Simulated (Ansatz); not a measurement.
This geometry of F3H2NZr + H2 (9 atoms, charge 0, multiplicity 1) is a first-order saddle point.

Computed with RKS PBE/def2-SVP in Ansatz.

```xyz
9
Properties=species:S:1:pos:R:3
Zr -0.297 -0.071 0.072
N -0.126 -0.073 2.265
H -0.293 -0.898 2.856
H 0.504 0.572 2.762
F 1.613 0.031 -0.141
F -0.706 1.500 -0.941
F -0.862 -1.741 -0.666
H -2.075 0.376 1.106
H -1.353 0.316 1.862
```

**Question.** Which two structures does it join? (They come from a converged band through this point; their orientation in space is the band's.)

**Answer.** Bonds broken: H8–H9. Bonds formed: Zr1–H8, N2–H9. F3H2NZr + H2 becomes F3H4NZr.

Image 0:

```xyz
9
Properties=species:S:1:pos:R:3
Zr 0.211 0.019 0.189
N 0.325 -0.017 2.215
H -0.463 -0.053 2.872
H 1.197 0.004 2.759
F 2.021 -0.026 -0.435
F -0.683 1.621 -0.393
F -0.810 -1.489 -0.435
H -2.681 -0.398 1.115
H -2.713 0.350 1.288
```

Image 8:

```xyz
9
Properties=species:S:1:pos:R:3
Zr -0.365 0.255 -0.079
N -0.376 -0.363 2.285
H 0.204 -1.183 2.517
H -0.041 0.411 2.876
F 1.480 0.628 0.330
F -0.600 0.983 -1.840
F -0.971 -1.565 -0.253
H -1.599 1.420 0.732
H -1.330 -0.575 2.608
```

**Question.** How far does it lie above each of them?

**Answer.** 0.85 eV above the first and 0.95 eV above the second. This is the barrier of this one path; another mechanism may lie lower. The orbitals stay closed-shell, which can raise the energy where a bond breaks towards radicals; this wasn't checked here.

Time of the run: 7.6 min on 2 threads of Arm Neoverse V1, with other jobs on the host, peak memory 0.15 GiB.
